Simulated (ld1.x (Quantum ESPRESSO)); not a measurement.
## Bi (Z = 83): excitation energies, all-electron against RRKJ

| Item | Value |
| --- | --- |
| Element | Bi |
| Generator | ld1.x (Quantum ESPRESSO) 7.5 |
| Type | norm-conserving RRKJ (Kleinman–Bylander form) |
| Functional | PBE |
| Relativity | scalar-relativistic |
| Frozen core | [Xe] 4f14 5d10 |
| Valence charge | 5 |
| Reference configuration | 6s2 6p2 (charge +1) |
| Partial waves | 6p (bound): rc 1.80 bohr; 6s (bound): rc 1.75 bohr |
| Local potential | the s channel |
| Core correction | a·sin(br)/r model core inside 0.85 bohr |
| rho0 | 0.001 |

Energies are relative to the spin-unpolarised reference configuration 6s2 6p2; without spin polarisation the order of configurations can differ from experiment.

```
valence configuration  charge  ΔE all-electron (eV)  error AE − PS (meV)
              6s2 6p3       0                -7.913                 -4.0
              6s2 6p0      +3                38.590                 -178
              6s1 6p3      +1                10.818                  -27
              6s1 6p4       0                 2.170                  -11
              6s1 6p0      +4                83.995                 -722
```

Problem. What are ΔE and the potential's error for 6s2 6p2.5?

Solution. ΔE = -4.816 eV all-electron; the error (AE − PS) is -0.6 meV.

Problem. What are ΔE and the potential's error for 6s2 6p1?

Solution. ΔE = 15.247 eV all-electron; the error (AE − PS) is -33 meV.

Note: ghost state, extra bound levels that the all-electron valence spectrum of the same l lacks: d at -5.0 eV. A true bound ghost makes a file unfit for plane-wave use.
